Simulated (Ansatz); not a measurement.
Method: Ansatz (a quantum-chemistry and plane-wave program) with PBE-D3(BJ)/def2-SVP. No frequencies were computed at this level.

Ansatz 0.2 input:
```yaml
crystal:
  periodic: [false, false, false]
  atoms:
    - { symbol: Cd, position_ang: [0.000057, 0.000191, 0.000081] }
    - { symbol: Br, position_ang: [0.635607, 2.132176, 0.908775] }
    - { symbol: H, position_ang: [-0.423878, -1.421919, -0.606049] }
basis:
  gaussian: { orbitals: def2-svp }
hamiltonian:
  xc: pbe
  dispersion: d3bj
relax:
  max_steps: 150
```

Output:

```
Functional definition: PBE
711 factors; their error is unknown
mean field evaluation 1: about -74607.0610 eV, gradient 2.6e1 eV
mean field evaluation 2: about -74604.4212 eV, gradient 4.1e1 eV
mean field evaluation 4: about -74608.7969 eV, gradient 1.9e0 eV
mean field evaluation 8: about -74608.7533 eV, gradient 1.5e-2 eV
mean field -74608.75331258 eV, -2741.8211126081 hartree, gradient 1.2e-5 eV, S^2 0.000000; 0 other end points of the search recorded, 0 dependent functions left out
reference -74608.75334835 eV, -2741.8211139226 hartree; 28, 28 occupied and 40, 40 virtual orbitals, 711 factors
relax step   1: F+E_penalty+E_count = -74608.80213503 eV  Δ(F+E_penalty+E_count) = +0.000e0 eV  max|allowed force component| = 7.310e-1 eV/Å  Δτ_max = 0.0000 Å  (24 SCF iters, accepted)
these checks for a lower state are left out or cut short: starts, cluster_reference, orbital_swaps, neighbouring_geometries, increment
711 factors; their error is unknown
mean field evaluation 16: about -74608.8279 eV, gradient 4.1e0 eV
mean field -74608.78227083 eV, -2741.8221768042 hartree, gradient 2.1e-5 eV, S^2 0.000000; 0 other end points of the search recorded, 0 dependent functions left out
reference -74608.78230666 eV, -2741.8221781208 hartree; 28, 28 occupied and 40, 40 virtual orbitals, 711 factors
relax step   2: F+E_penalty+E_count = -74608.83067743 eV  Δ(F+E_penalty+E_count) = -2.854e-2 eV  max|allowed force component| = 1.339e-1 eV/Å  Δτ_max = 0.0514 Å  (27 SCF iters, accepted)
these checks for a lower state are left out or cut short: starts, cluster_reference, orbital_swaps, neighbouring_geometries, increment
711 factors; their error is unknown
mean field -74608.78286804 eV, -2741.8221987512 hartree, gradient 1.8e-5 eV, S^2 0.000000; 0 other end points of the search recorded, 0 dependent functions left out
reference -74608.78290385 eV, -2741.8222000672 hartree; 28, 28 occupied and 40, 40 virtual orbitals, 711 factors
relax step   3: F+E_penalty+E_count = -74608.83132063 eV  Δ(F+E_penalty+E_count) = -6.432e-4 eV  max|allowed force component| = 7.720e-3 eV/Å  Δτ_max = 0.0062 Å  (27 SCF iters, accepted)
711 factors; their error is unknown
mean field evaluation 32: about -74608.8366 eV, gradient 7.1e-2 eV
mean field -74608.78286804 eV, -2741.8221987512 hartree, gradient 1.8e-5 eV, S^2 0.000000; 1 other end points of the search recorded, 0 dependent functions left out
reference -74608.78290385 eV, -2741.8222000672 hartree; 28, 28 occupied and 40, 40 virtual orbitals, 711 factors
Total energy: -74608.83135644 eV, -2741.8239806669 hartree
Atom 0 at     0.002509     0.008418     0.003588 Å, force    -0.002301    -0.007720    -0.003290 eV/Å
Atom 1 at     0.646338     2.168173     0.924117 Å, force     0.001504     0.005046     0.002151 eV/Å
Atom 2 at    -0.437061    -1.466143    -0.624898 Å, force     0.000797     0.002674     0.001140 eV/Å
Dipole moment:    -0.102935    -0.345302    -0.147174 e Å
```

Cost: about 4 core-seconds (a rough figure).
